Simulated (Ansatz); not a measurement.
C₃H₇O, SMILES [CH2]COC, multiplicity 2.

Coordinates come from a TPSSh-D3(BJ)/def2-SVP optimisation. The isomer is the one that the SMILES or the coordinates give; other isomers of the formula were not compared. One conformer was computed; it need not be the lowest.

Two levels are set side by side: PBE/def2-SVPD (Ansatz, an electronic-structure program) and PBE0/def2-SVPD (Ansatz). Energy differences of separate SCF runs at the same geometry; the states with an electron removed or added have multiplicity 1 and 1. Differences are taken from unrounded values.

```json
[
 {"quantity": "vertical ionisation energy (eV)", "PBE": "8.69"}
]
```

**Question.** These are the PBE values. What does PBE0 give? (The exact figures need the calculation; the answer reports its results.)

**Answer.** 
```csv
quantity,PBE0,PBE minus PBE0
vertical ionisation energy (eV),8.88,-0.19
```
